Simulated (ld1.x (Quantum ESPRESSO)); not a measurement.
What one change does to a pseudopotential (Au, TM)

- Element: Au
- Generator: ld1.x (Quantum ESPRESSO) 7.5
- Type: norm-conserving Troullier–Martins (Kleinman–Bylander form)
- Functional: PBE
- Relativity: scalar-relativistic
- Frozen core: [Xe] 4f14
- Valence charge: 11
- Reference configuration: 5d10 6s1 6p0
- Partial waves: 6p (bound, empty): rc 4.00 bohr; 5d (bound): rc 1.60 bohr; 6s (bound): rc 2.45 bohr
- Local potential: the s channel
- Core correction: none

Change: fully relativistic.

Cutoffs: the cutoffs (Ry, on a coarse ladder) from which the occupation-weighted sum of valence levels, in a spherical-Bessel basis at the reference potential, stays within 10 and 1 mRy of its value at 400 Ry; they do not see the model core or the augmentation charge, which bear on the density cutoff. Errors are all-electron minus pseudo energies relative to the spin-unpolarised reference configuration.

**Question.** What does the change do?

**Answer.** The potential gets neither clearly harder nor softer (45 Ry and 70 Ry → 45 Ry and 70 Ry); of the 7 tests that both files solve, the error grows in 1 and shrinks in 2 by more than 15 % and 0.3 meV (median size 40.2 → 41.4 meV); neither file shows a bound ghost.

```tsv
quantity	base	changed
cutoff, loose	45 Ry	45 Ry
cutoff, tight	70 Ry	70 Ry
loose cutoff by channel (10 mRy a level)	d 35 Ry, s 8 Ry	d 40 Ry, s 8 Ry
bound ghosts	none	none
error for 5d10 6s0 6p0, meV [ΔE 9.41 → 9.43 eV]	-1.1	+2.7
error for 5d9 6s0 6p0, meV [ΔE 30.62 → 30.66 eV]	-26	-19
error for 5d8 6s0 6p0, meV [ΔE 64.49 → 64.53 eV]	-224	-210
error for 5d7 6s0 6p0, meV [ΔE 112.21 → 112.23 eV]	-670	-645
error for 5d10 6s0.5 6p0, meV [ΔE 3.77 → 3.78 eV]	-1.2	+0.4
error for 5d9 6s2 6p0, meV [ΔE 1.69 → 1.71 eV]	-54	-57
error for 5d9 6s1 6p1, meV [ΔE 7.50 → 7.45 eV]	-40	-41
s: phases at 4.37 bohr within 0.05 rad from the reference energy up to (Ry; the scan ends near 5)	0.7	0.7
```
